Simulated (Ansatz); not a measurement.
Program: Ansatz. Geometries: PBE0-D4/def2-TZVP. ΔE: electronic, gas phase. CBS: MP2 limit from def2 TZ/QZ plus the TZ coupled-cluster correction, frozen cores. This one scheme is used for every species. DFT in def2-TZVPP. B3LYP here is the variant with VWN-RPA as its local correlation; programs differ in this. HSE06 is defined as in plane-wave codes. For Br outer-core shells are correlated without core-valence functions, which leaves a few kJ/mol of doubt a bond. Scalar relativity is left out up to krypton. One conformer a species, not always the lowest.

Reaction (cleavage of the B–B bond): `NBBF` + HBr → `FBBr` + `BN`

```tsv
level	ΔE (eV)
revPBE-D4	-1.18
ωB97M-V	-1.23
PBE-QIDH	-1.26
B3LYP	-1.21
HSE06	-1.21
CCSD/def2-SVP	-1.20
CCSD/def2-TZVPP	-1.20
SCS-MP2/def2-QZVPP	-1.27
```

(1) What does CCSD(T)/CBS give? (Best estimate.)

Largest T1 diagnostic among the species: 0.015.

Results:

(1) Computed: -1.21 eV. The listed levels differ from it by 0.03, -0.02, -0.05, 0.00, 0.00, 0.01, 0.01, -0.06 eV.

From BLYP to BHLYP (50 % exact exchange), in def2-TZVPP and without D4, ΔE moves by −0.04 eV. Leaving LDA and LC-ωPBE aside and taking each functional with its dispersion term where it has one, the values, not all of them listed here, spread over 0.09 eV, from r2SCAN0-D4 to revPBE-D4.
